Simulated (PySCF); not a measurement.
F₄Te. Atoms are numbered in the order given.

```xyz
5

Te     0.0000     0.0000     0.3041
F      1.2494     1.2494    -0.4392
F      1.2494    -1.2494    -0.4392
F     -1.2494    -1.2494    -0.4392
F     -1.2494     1.2494    -0.4392
```
Charge 0, spin multiplicity 1.

Coordinates come from a PBE0-D3(BJ)/def2-SVP optimisation. A frequency run showed that this geometry is not a minimum. The isomer is the one that the SMILES or the coordinates give; other isomers of the formula were not compared. The def2 effective core potentials stand for the cores of Te; spin–orbit coupling is left out.

Method: M06-2X/def2-TZVP in PySCF.

ESP charges are fitted to the potential on shells at 1.4 to 2.0 van der Waals radii. Atomic charges (e):

| atom | ESP fit | Löwdin |
|---|---|---|
| Te1 | 1.08 | 1.26 |
| F2 | -0.27 | -0.31 |
| F3 | -0.27 | -0.31 |
| F4 | -0.27 | -0.31 |
| F5 | -0.27 | -0.31 |

Problem. Give the Mayer and Wiberg (Löwdin basis) orders of the bonds. (The exact figures need the calculation; the answer reports its results.)

Solution. 
```
bond    Mayer  Wiberg
------  -----  ------
Te1–F2   0.89    1.27
Te1–F3   0.89    1.27
Te1–F4   0.89    1.27
Te1–F5   0.89    1.27
```
